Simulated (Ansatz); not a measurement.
InSi₂₀H₃₂, a doped nanocrystal cut from the lattice of silicon (In on an inner site), relaxed as a doublet with UKS PBE-D4/def2-SVP in Ansatz, starting from a model built from a lattice or polyhedron. Force threshold 0.03 eV/Å.

In the def2 sets In takes a core potential; there is no spin–orbit coupling. Single mean-field runs in def2-SVP are fitted with def2-universal-jkfit.

Start:

```xyz
53

Si    0.3592    3.0707   -3.1024
Si    3.1557    1.8790   -0.7561
Si    1.0985    3.0195    2.2742
Si    1.5989   -0.5542   -3.3263
In   -0.4337    0.6044   -0.2972
Si   -1.9877   -1.8249   -2.8515
Si    0.8038   -3.0188   -0.5103
Si    2.3336   -0.6070    2.0737
Si    0.3061    0.5700    5.0570
Si   -1.2530   -1.8711    2.5321
Si   -2.8076   -4.3215   -0.0455
Si    0.7817    1.2523   -4.5546
Si    2.3435    3.6964   -2.0329
Si   -1.2442    2.4212   -1.5517
Si    1.5369    1.2128    0.7995
Si   -0.5094    2.3590    3.8480
Si   -0.0126   -1.2062   -1.7305
Si   -2.0454   -0.0412    1.2992
Si   -3.6223   -2.4670   -1.2823
Si   -0.8132   -3.6774    1.0582
Si    0.7417   -1.2707    3.6381
H    -0.1187    4.2131   -3.8781
H     4.3953    2.2236   -0.0785
H     3.4265    0.7447   -1.6465
H     0.6054    4.1504    1.5124
H     2.3339    3.3673    2.9405
H     2.8194   -0.1680   -2.6506
H     1.8898   -1.6723   -4.2493
H    -2.4804   -0.7031   -3.6063
H    -1.7230   -2.9203   -3.7393
H     2.0173   -2.6629    0.1811
H     1.1035   -4.1493   -1.3896
H     3.5845   -0.2455    2.7330
H     2.5979   -1.7242    1.1500
H     1.4977    0.9228    5.7821
H    -0.6894    0.1207    6.0480
H    -2.2511   -2.3049    3.5032
H    -2.5391   -5.3954   -0.9259
H    -3.7826   -4.6943    0.9452
H     1.7838    1.6724   -5.5569
H    -0.3993    0.8602   -5.2758
H     3.3557    4.0713   -2.9481
H     2.0961    4.8077   -1.1072
H    -1.5250    3.5456   -0.6419
H    -2.4664    2.0521   -2.2114
H    -0.7683    3.4772    4.7362
H    -1.7251    1.9774    3.1470
H    -3.2895   -0.4479    0.6073
H    -2.3303    1.0512    2.1784
H    -3.8591   -1.3662   -0.3715
H    -4.8165   -2.8584   -1.9615
H    -0.3349   -4.7809    1.8378
H     1.2615   -2.3895    4.3973
```

(1) Estimate the energy that the relaxation releases and the steps that it takes.

(2) Does the start keep its bonding and symmetry?

(3) Predict the relaxed structure.

## Answers

(1) 355.9 kJ/mol, in 9 steps; 2.1 min on 2 threads of AMD EPYC 7R13 on a shared host and a share (18 GiB) of an NVIDIA H100 80GB HBM3. No frequencies were taken in this run, so the end may be a saddle point.

(2) By distances, no bond broke or formed. The bond that changes most is In5–Si14, from 2.35 to 2.65 Å (atoms count from 1).

(3) 
Cartesian coordinates in Å:
```
Si 0.272 2.931 -2.998
Si 3.352 2.060 -0.583
Si 1.370 3.134 2.416
Si 1.570 -0.786 -3.634
In -0.228 0.454 -0.303
Si -1.938 -1.995 -3.102
Si 0.743 -3.320 -0.704
Si 2.546 -0.485 2.343
Si 0.264 0.567 5.168
Si -1.253 -1.752 2.416
Si -2.850 -4.296 -0.065
Si 0.704 1.206 -4.552
Si 2.227 3.667 -1.893
Si -1.518 2.417 -1.526
Si 1.809 1.301 1.014
Si -0.150 2.655 4.154
Si 0.058 -1.474 -1.978
Si -2.268 0.098 1.333
Si -3.641 -2.751 -1.660
Si -0.863 -3.603 1.000
Si 0.690 -1.168 3.628
H -0.210 4.121 -3.810
H 4.559 2.718 0.043
H 3.828 0.934 -1.464
H 0.831 4.284 1.599
H 2.666 3.591 3.043
H 2.936 -0.521 -3.057
H 1.710 -1.806 -4.738
H -2.429 -0.772 -3.838
H -1.674 -3.067 -4.131
H 2.111 -3.072 -0.123
H 0.792 -4.602 -1.503
H 3.643 -0.083 3.301
H 3.054 -1.614 1.485
H 1.502 0.711 6.022
H -0.885 0.201 6.075
H -2.254 -2.239 3.449
H -2.545 -5.588 -0.784
H -3.925 -4.574 0.957
H 1.662 1.785 -5.566
H -0.587 0.894 -5.267
H 3.135 4.199 -2.977
H 1.844 4.828 -1.008
H -1.868 3.583 -0.639
H -2.744 1.962 -2.273
H -0.049 3.727 5.214
H -1.555 2.686 3.614
H -3.571 -0.279 0.684
H -2.500 1.236 2.289
H -4.253 -1.571 -0.954
H -4.733 -3.410 -2.468
H -0.430 -4.718 1.927
H 1.044 -2.406 4.423
```
Bond lengths: 22 × Si–Si 2.35 to 2.37 Å; 4 × In–Si 2.57 to 2.65 Å; 32 × H–Si 1.50 to 1.52 Å.
